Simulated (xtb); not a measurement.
H₄Sn, singlet, at a GFN2-xTB geometry (such geometries of metal compounds can be far from the true shape). Base run: GFN0-xTB in xtb.

Input for xtb:
```
$ xtb mol.xyz --gfn 0 --json

# file mol.xyz
5

Sn     0.00000000    -0.00000000    -0.00000000
H     -1.09244291     1.12690418    -0.47060308
H      0.23178506    -1.07625557    -1.21357383
H     -0.56018288    -0.78368680     1.32545915
H      1.42084073     0.73303819     0.35871776
```

The base run was repeated with changes; each row names its change, and settings that it needs were set with it.

```
change        ΔE vs base (kJ/mol)  HOMO-LUMO gap (eV)
------------  -------------------  ------------------
base                         0.00                9.83
acc = 30                     0.00                9.83
etemp = 5000                -0.01                9.83
acc = 0.0001                 0.00                9.83
etemp = 1000                 0.00                9.83
```
